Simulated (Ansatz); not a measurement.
Reaction (redistribution): `[SiH3][O][In]([Cl])[Cl]` + `[OH][Al]([SH])[O][SiH3]` → `[SiH3][O][In]([Cl])[O][SiH3]` + `[OH][Al]([SH])[Cl]`

Computed with Ansatz on PBE0-D4/def2-TZVP structures; ΔE is electronic, products minus reactants. CCSD(T)/CBS adds triple-zeta CCSD(T) − MP2 to the extrapolated MP2 energy (def2 sets, frozen cores). Functionals use def2-TZVPP. B3LYP here is the variant with VWN-RPA as its local correlation; programs differ in this. HSE06 is defined as in plane-wave codes. Elements past krypton have def2 core potentials. For In outer-core shells are correlated without core-valence functions, which leaves a few kJ/mol of doubt a bond. Each species was taken in one conformer, which may not be the lowest.

`[SiH3][O][In]([Cl])[Cl]`:

```xyz
8

Si    0.463   -0.224    1.439
O     0.604   -0.380   -0.186
In   -0.404    0.174   -1.760
Cl   -2.340    1.382   -1.507
Cl    0.403   -0.415   -3.819
H    -0.802    0.474    1.804
H     1.611    0.561    1.965
H     0.465   -1.572    2.066
```

`[OH][Al]([SH])[O][SiH3]`:

Z-matrix (Å, degrees):
```
Si
O 1 1.625
H 1 1.487 2 110.1
H 1 1.487 2 110.5 3 -120.5
H 1 1.487 2 109.5 3 119.7
Al 2 1.672 1 167.1 3 74.4
S 6 2.173 2 119.7 1 179.2
O 6 1.685 2 119.2 1 -0.9
H 7 1.344 6 92.2 2 -0.1
H 8 0.955 6 124.3 2 -180.0
```

`[SiH3][O][In]([Cl])[O][SiH3]`:

```xyz
12

Si   -1.884    1.591   -1.344
O    -0.746    0.680   -0.598
In   -0.696   -0.550    0.922
Cl   -2.564   -1.029    2.159
O     1.027   -1.358    1.342
Si    2.536   -1.261    0.710
H    -2.392    2.660   -0.439
H    -1.268    2.218   -2.541
H    -3.044    0.759   -1.771
H     3.055    0.134    0.773
H     2.551   -1.697   -0.714
H     3.426   -2.149    1.500
```

`[OH][Al]([SH])[Cl]`:

Z-matrix (Å, degrees):
```
Al
S 1 2.161
Cl 1 2.092 2 120.7
O 1 1.680 2 117.8 3 -180.0
H 2 1.345 1 91.8 3 -0.0
H 4 0.956 1 124.1 2 180.0
```

| level | ΔE (kJ/mol) | difference from CCSD(T)/CBS |
| --- | --- | --- |
| PBE-D4 | 61.9 | -1.2 |
| revPBE-D4 | 59.8 | -3.3 |
| r2SCAN-D4 | 67.0 | 3.9 |
| B97M-V | 68.0 | 4.9 |
| PBE0-D4 | 67.4 | 4.3 |
| B3LYP-D4 | 70.6 | 7.5 |
| r2SCANh-D4 | 68.9 | 5.8 |
| r2SCAN0-D4 | 71.4 | 8.3 |
| HSE06-D4 | 67.3 | 4.2 |
| BHLYP-D4 | 75.9 | 12.8 |
| CAM-B3LYP-D4 | 71.8 | 8.7 |
| ωB97X-V | 66.3 | 3.2 |
| B2PLYP | 68.6 | 5.5 |
| PBE-QIDH | 67.7 | 4.6 |
| PBE | 62.9 | -0.2 |
| revPBE | 61.7 | -1.4 |
| BLYP | 68.0 | 4.9 |
| r2SCAN | 67.3 | 4.2 |
| PBE0 | 68.2 | 5.1 |
| B3LYP | 72.3 | 9.2 |
| r2SCANh | 69.1 | 6.0 |
| r2SCAN0 | 71.7 | 8.6 |
| HSE06 | 68.1 | 5.0 |
| BHLYP | 77.6 | 14.5 |
| CAM-B3LYP | 72.7 | 9.6 |
| RPA@PBE/def2-TZVPP | 62.8 | -0.3 |
| HF/def2-SVP | 82.6 | 19.5 |
| MP2/def2-SVP | 61.9 | -1.2 |
| CCSD/def2-SVP | 66.7 | 3.6 |
| CCSD(T)/def2-SVP | 64.1 | 1.0 |
| HF/def2-TZVPP | 81.7 | 18.6 |
| MP2/def2-TZVPP | 63.6 | 0.5 |
| SCS-MP2/def2-TZVPP | 65.1 | 2.0 |
| CCSD/def2-TZVPP | 68.2 | 5.1 |
| CCSD(T)/def2-TZVPP | 64.9 | 1.8 |
| HF/def2-QZVPP | 82.2 | 19.1 |
| SCS-MP2/def2-QZVPP | 64.2 | 1.1 |
| HF/CBS(def2) | 82.2 | 19.1 |
| MP2/CBS(def2) | 61.7 | -1.4 |
| CCSD/CBS(def2) | 66.3 | 3.2 |
| CCSD(T)/CBS | 63.1 | 0 |

Largest T1 diagnostic among the species: 0.015.

Leaving LDA and LC-ωPBE aside and taking each functional with its dispersion term where it has one, the values spread over 16.1 kJ/mol, from revPBE-D4 to BHLYP-D4. LDA lies +4.0 kJ/mol from PBE without D4. In def2-TZVPP, CCSD(T) changes the Hartree–Fock value by −16.7 kJ/mol (the triples alone add −3.2 kJ/mol) and MP2 by −18.1 kJ/mol.
